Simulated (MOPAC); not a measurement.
MOPAC input (AM1):

```
AM1 PRECISE GNORM=0.05 LET XYZ CHARGE=1 GEO-OK AUX(PRECISION=9) THREADS=1
HOZn

Zn   -0.30827856 1   -0.15207599 1   -0.24021930 1
O     1.02502665 1    0.39964584 1    0.78710579 1
H     1.04814358 1    1.36511309 1    0.90973271 1
```

### Question
What heat of formation does the run end on?

### Answer
232.99 kcal/mol.
